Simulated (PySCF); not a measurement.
# Simulated characterisation data

- NMR shieldings at PBE0/pcSseg-1/GIAO
- GFN2-xTB structure
- couplings computed with B3LYP/pcJ-1
- code: PySCF
- one averaged value for each set of equivalent atoms, non-relativistic Hamiltonian, no solvent, single conformer

Scale: 1H, 13C vs TMS (reference shieldings calculated alike). Multiplet labels drop J under 1 Hz and among equivalent protons, and merge close values. Unscaled 3J(H,H) run several per cent high. Splittings of carbon signals by F and P are missing where no couplings were computed. Where no couplings were computed, multiplicities follow the n + 1 count of equivalent neighbours, and m marks all less simple cases (inequivalent or close neighbours, rings, F or P nearby). One-bond C–F couplings are unscaled and too large by tens of Hz. Shifts are as computed. Against solution values, carbons near 30 ppm lie about +3 ppm off and those near 130 ppm about +5 ppm. Of 1211 compounds with measured shifts, 218 miss one by over three times the rms of a fit or turn the order of signals round; such compounds aren't used in these exercises.

Compound 1 (C₅H₁₂OP₂). 1H NMR (400 MHz, computed): δ 2.51 (m, 2H), 2.03 (m, 2H), 1.94 (m, 2H), 1.88 (m, 2H), 1.74 (m, 1H), 1.57 (m, 2H), 1.00 (m, 1H). 13C{1H} NMR (computed): δ 39.1, 31.8, 28.1. Structure: SMILES C1CCP(=O)(P)CC1.

Compound 2 (C₃FN). 13C{1H} NMR (computed): δ 109.3 (d, J = 16.5 Hz), 93.4 (d, J = 424.7 Hz), 11.5 (d, J = 42.5 Hz). Structure: `N#CC#CF`.
